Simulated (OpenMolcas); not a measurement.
# In III: CASPT2 settings compared

* Program: OpenMolcas 26.06
* Basis: ANO-RCC-VDZP [6s5p3d1f]
* Scalar Hamiltonian: DKH4, point nucleus
* Active space: 1 electron in 4 orbitals (5s 5p)
* State averaging: 2S+1 = 2 even, 1 root; 2S+1 = 2 odd, 3 roots
* Spin-orbit coupling: RASSI with atomic mean-field integrals over the reference wave functions, term energies averaged over their components

Methods on the same reference wave functions:
A. CASSCF
B. SS-CASPT2, IPEA 0.4 Eh, no level shift (closed shells correlated: 4d)
C. XMS-CASPT2, IPEA 0.1 Eh, sigma2 regulariser 0.25 Eh (closed shells correlated: 4s 4p 4d)

Energies in cm-1 above 5s 2S 1/2, the measured ground level; measured values from Moore, Atomic Energy Levels, vol. III, NSRDS-NBS 35 (1971 reprint of NBS Circular 467, 1958).

```csv
Level,A,B,C,Measured
5s 2S 1/2,0.0,0.0,0.0,0.0
5p 2P* 1/2,55387,58269,58785,57181
5p 2P* 3/2,59422,62305,62821,61523
```

Deviations, from unrounded energies. A percentage is the sum of absolute deviations over the sum of measured energies, with the sign that they share, or ± where signs differ.

```json
{"Against measurement": "mean absolute deviation (cm-1)", "Levels": "2", "A": "1900", "B": "930", "C": "1500"}
{"Against measurement": "other configurations (%)", "Levels": "2", "A": "-3.3", "B": "+1.6", "C": "+2.4"}
```

B lies closest to measurement on these levels and A furthest from it. The largest miss of B in the table is 5p 2P* 1/2, by +1100 cm-1. The ranking rests on the paired levels alone, and a cruder setting can come out closer through cancelling errors.

Between B and C the level of the table that moves most is 5p 2P* 1/2, by 520 cm-1 (lowest in B, highest in C).

The lowest spin-free term lies below A's lowest term by 0.315 hartree in B, 0.417 hartree in C.

With one active electron the reference holds no correlation, so core polarisation is missing (holds for A). With one active electron, CASPT2 adds the correlation within the correlated inactive shells and between them and that electron, and leaves the splitting within a term as the reference gives it (holds for B; C). Measured partners are found by configuration, term and J. A level has none where our copy of the source lacks it or the pairing is in doubt (some pairs that miss far off the trend of their configuration count as doubtful), and it then counts in no deviation. Levels of configurations outside the active space are missing.

* marks odd parity.
